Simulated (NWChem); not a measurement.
System: H3O cation; SMILES [OH3+]

The following NWChem deck was run.

```
start job
memory heap 200 mb stack 900 mb global 1100 mb
charge 1
geometry units angstroms noautoz
  O      0.000000     0.000000     0.078775
  H      0.669342     0.669342    -0.207386
  H      0.244996    -0.914338    -0.207386
  H     -0.914338     0.244996    -0.207386
end
basis spherical
  * library 3-21g
end
dft
  xc xpbe96 cpbe96
  iterations 150
  mulliken
end
task dft energy
```

All runs use the structure optimised with B3LYP/6-31G* (spherical d).

Problem. What results follow from this input? (PBE/3-21G.) Quantities: basis functions; energy (Ha); highest occupied level (eV); orbital gap (eV).

Solution. The number of basis functions is 15 and the energy (Ha) is -76.19. The highest occupied level (eV) is -17.80 and the orbital gap (eV) is 10.12.
